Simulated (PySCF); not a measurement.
Dipole response of F (fluorine, neutral)

[He] 2s2 2p4 3s1, high-spin 4P determinant (an excited configuration). All numbers are calculated (PySCF 2.14, no relativity, point nucleus, in aug-cc-pVTZ with one added diffuse shell each of s, p, d, f type (6s5p4d3f, 62 functions)). Coupled (time-dependent) response in atomic units; α is the mean over directions.

| method | mean α (bohr³) | α xx, yy, zz | C₆ (like pair) | S(−4) |
| --- | --- | --- | --- | --- |
| UHF | 270.9 | 281.1, 250.4, 281.1 | 3315 | 76340 |
| PBE | 225.0 | 230.8, 213.3, 230.8 | 2513 | 52820 |
| PBE0 | 240.0 | 246.7, 226.6, 246.7 | 2777 | 59550 |
| HSE06 | 230.2 | 237.0, 216.8, 237.0 | 2612 | 54790 |
| M06 | 538.7 | 673.3, 269.3, 673.3 | 7817 | 443900 |

S(−4) is the Cauchy moment in α(ω) = α(0) + S(−4) ω² + …

α(iu) at PBE:

| u (hartree) | α(iu) (bohr³) |
| --- | --- |
| 0 | 225.0 |
| 0.0500 | 142.1 |
| 0.100 | 68.34 |
| 0.200 | 23.34 |
| 0.300 | 11.94 |
| 0.500 | 5.422 |
| 0.750 | 3.107 |
| 1.00 | 2.148 |
| 1.50 | 1.282 |
| 2.00 | 0.8734 |
| 3.00 | 0.4876 |
| 5.00 | 0.2168 |

A single London oscillator, α(iu) = α/(1 + u²/ω²), gives C₆ = (3/4) ω α². Matching the computed C₆ needs ω = 4 × 2513 / (3 × 225.0²) = 0.0662 hartree.

The components differ because the open shell of this determinant is not spherical; for a pure term their mean is the scalar polarisability.

The outer electron is Rydberg-like, and this basis confines it to a smaller radius and binds it less than a complete one would.
